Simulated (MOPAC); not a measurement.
Job for MOPAC: PM7 on CH4OPb (SMILES C[O][PbH]), a point of a bond scan (R = 2.960 Å).

```
PM7 1SCF PRECISE CHARGE=0 THREADS=1
CH4OPb

Pb    -0.18088400 1    -0.24647814 1     0.34040536 1
H     -1.22799667 1    -0.74183773 1    -1.13818280 1
O      1.00528976 1     1.06933301 1    -0.77910563 1
C      0.89711151 1     1.34866124 1    -2.15568911 1
H      0.39334559 1     4.23708692 1    -2.56244127 1
H      1.83700100 1     1.10003060 1    -2.66238683 1
H      0.08796474 1     0.78793494 1    -2.63935184 1
```

Output:

```
*******************************************************************************
 **                                                                           **
 **                              MOPAC v23.2.5                                **
 **                                                                           **
 *******************************************************************************
 ** MOPAC's Digital Object Identifier: https://doi.org/10.5281/zenodo.6511958 **
 **                                                                           **
 ** Please cite the open-source release paper for use of this MOPAC version:  **
 ** J. E. Moussa and J. J. P. Stewart (2026)                                  **
 ** MOPAC: An open-source semiempirical molecular orbital program             **
 ** J. Open Source Softw., 11(119), 8025, https://doi.org/10.21105/joss.08025 **
 *******************************************************************************

                              PM7 CALCULATION RESULTS

 *******************************************************************************
 *  PM7        - The PM7 Hamiltonian to be used
 *
 *
 *
 *                 CHARGE ON SYSTEM = 0
 *
 *
 *
 *  PRECISE    - TIGHTER CRITERIA TO BE USED
 *  1SCF       - DO 1 SCF AND THEN STOP
 *  THREADS=1  - MULTI-THREADING NOT USED
 *  T=         - A TIME OF 172800.0 SECONDS REQUESTED
 *  DUMP=N     - RESTART FILE WRITTEN EVERY 7200.0 SECONDS REQUESTED
 *******************************************************************************
PM7 1SCF PRECISE CHARGE=0 THREADS=1
 CH4OPb

   ATOM   CHEMICAL          X               Y               Z
  NUMBER   SYMBOL      (ANGSTROMS)     (ANGSTROMS)     (ANGSTROMS)

     1      Pb         -0.18088400  *  -0.24647814  *   0.34040536  *
     2       H         -1.22799667  *  -0.74183773  *  -1.13818280  *
     3       O          1.00528976  *   1.06933301  *  -0.77910563  *
     4       C          0.89711151  *   1.34866124  *  -2.15568911  *
     5       H          0.39334559  *   4.23708692  *  -2.56244127  *
     6       H          1.83700100  *   1.10003060  *  -2.66238683  *
     7       H          0.08796474  *   0.78793494  *  -2.63935184  *



          CARTESIAN COORDINATES

    NO.       ATOM           X           Y           Z

     1        Pb         -0.1809     -0.2465      0.3404
     2         H         -1.2280     -0.7418     -1.1382
     3         O          1.0053      1.0693     -0.7791
     4         C          0.8971      1.3487     -2.1557
     5         H          0.3933      4.2371     -2.5624
     6         H          1.8370      1.1000     -2.6624
     7         H          0.0880      0.7879     -2.6394

 General Reference for PM7:
 "Optimization of Parameters for Semiempirical Methods VI: More Modifications to the
 NDDO Approximations and Re-optimization of Parameters", J. J. P. Stewart, J. Mol. Mod., 1:32, 19 (2013)
 https://link.springer.com/article/10.1007/s00894-012-1667-x

           Empirical Formula: C H4 O Pb  =     7 atoms



      MOLECULAR POINT GROUP   :   C1


      RHF CALCULATION, NO. OF DOUBLY OCCUPIED LEVELS = 9


 -------------------------------------------------------------------------------
 PM7 1SCF PRECISE CHARGE=0 THREADS=1
 CH4OPb



     1SCF WAS SPECIFIED, SO BFGS WAS NOT USED
     SCF FIELD WAS ACHIEVED


                              PM7 CALCULATION
                                                       MOPAC v23.2.5 Linux




          FINAL HEAT OF FORMATION =        167.79500 KCAL/MOL =     702.05430 KJ/MOL


          COSMO AREA              =        123.14 SQUARE ANGSTROMS
          COSMO VOLUME            =        103.48 CUBIC ANGSTROMS

          IONIZATION POTENTIAL    =          6.015217 EV
          HOMO LUMO ENERGIES (EV) =         -6.015 -1.087
          NO. OF FILLED LEVELS    =          9
          MOLECULAR WEIGHT        =        239.2420         POINT GROUP:  C1

          MOLECULAR DIMENSIONS (Angstroms)

            Atom       Atom       Distance
            H     5    H     2     5.42650
            H     6   Pb     1     2.82901
            O     3    H     2     1.84458


          SCF CALCULATIONS        =          1





   ATOM   CHEMICAL          X               Y               Z
  NUMBER   SYMBOL      (ANGSTROMS)     (ANGSTROMS)     (ANGSTROMS)

     1      Pb         -0.18088400  *  -0.24647814  *   0.34040536  *
     2       H         -1.22799667  *  -0.74183773  *  -1.13818280  *
     3       O          1.00528976  *   1.06933301  *  -0.77910563  *
     4       C          0.89711151  *   1.34866124  *  -2.15568911  *
     5       H          0.39334559  *   4.23708692  *  -2.56244127  *
     6       H          1.83700100  *   1.10003060  *  -2.66238683  *
     7       H          0.08796474  *   0.78793494  *  -2.63935184  *

                             CARTESIAN COORDINATES

   1   Pb       -0.180884000    -0.246478140     0.340405360
   2    H       -1.227996670    -0.741837730    -1.138182800
   3    O        1.005289760     1.069333010    -0.779105630
   4    C        0.897111510     1.348661240    -2.155689110
   5    H        0.393345590     4.237086920    -2.562441270
   6    H        1.837001000     1.100030600    -2.662386830
   7    H        0.087964740     0.787934940    -2.639351840


           Empirical Formula: C H4 O Pb  =     7 atoms



      MOLECULAR POINT GROUP   :   C1


                  EIGENVALUES
 -26.16728 -21.17829 -18.19599 -13.98930 -13.76414 -11.35012  -9.84659  -9.09018
  -6.01522  -1.08694  -0.37153   0.76490   1.97091   5.32162   6.45327   6.76878


              NET ATOMIC CHARGES AND DIPOLE CONTRIBUTIONS

  ATOM NO.   TYPE          CHARGE      No. of ELECS.   s-Pop       p-Pop
    1         Pb           0.479683        3.5203     1.86306     1.65726
    2          H          -0.023542        1.0235     1.02354
    3          O          -0.586014        6.5860     1.89956     4.68646
    4          C          -0.078288        4.0783     1.19978     2.87851
    5          H           0.030217        0.9698     0.96978
    6          H           0.101738        0.8983     0.89826
    7          H           0.076207        0.9238     0.92379
 DIPOLE           X         Y         Z       TOTAL
 POINT-CHG.    -2.458    -2.560     1.278     3.772
 HYBRID        -0.261    -0.527    -0.737     0.943
 SUM           -2.718    -3.087     0.540     4.149


          ATOMIC ORBITAL ELECTRON POPULATIONS

     Atom    s        px        py        pz
    1 Pb   1.86306   0.44764   0.24595   0.96366
    2  H   1.02354
    3  O   1.89956   1.73400   1.63611   1.31635
    4  C   1.19978   1.06864   1.02221   0.78766
    5  H   0.96978
    6  H   0.89826
    7  H   0.92379

 **********************
 *                    *
 * JOB ENDED NORMALLY *
 *                    *
 **********************




 == MOPAC DONE ==
```

The run finished.

Cost: about 0.03 core-seconds (a rough figure).
